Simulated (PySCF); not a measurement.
# Excitation energy of Ti(2+) by level of theory

Ti(2+) [Ar] 3d2 (3F) → Ti(2+) [Ar] 3d1 4p1 (high-spin determinant), as a difference of total energies. All numbers are calculated (PySCF 2.14, the spin-free X2C one-electron Hamiltonian (Gaussian nucleus), in ANO-RCC-VTZP (6s5p3d2f1g, 59 functions)). Correlated levels: valence and next inner shell: [Ne] frozen. The calculations carry no spin-orbit coupling.

```
                                method  excitation energy (eV)
                                   UHF                   9.282
    MP2 (valence and next inner shell)                   9.451
SCS-MP2 (valence and next inner shell)                   9.434
   CCSD (valence and next inner shell)                   9.400
CCSD(T) (valence and next inner shell)                   9.385
```

Q: How much does correlation contribute at CCSD(T) (valence and next inner shell)?

A: 9.385 − (9.282) = 0.103 eV, measured against UHF.

A first-order spin-orbit estimate (lowest level to lowest level, LS coupling) adds -0.013 eV.

The basis was made for the ground configuration and has no added diffuse functions, so the excitation energy can come out too high.

The determinant of the upper state mixes LS terms, which raises its energy above the lowest term, most at the Hartree-Fock and MP2 levels.
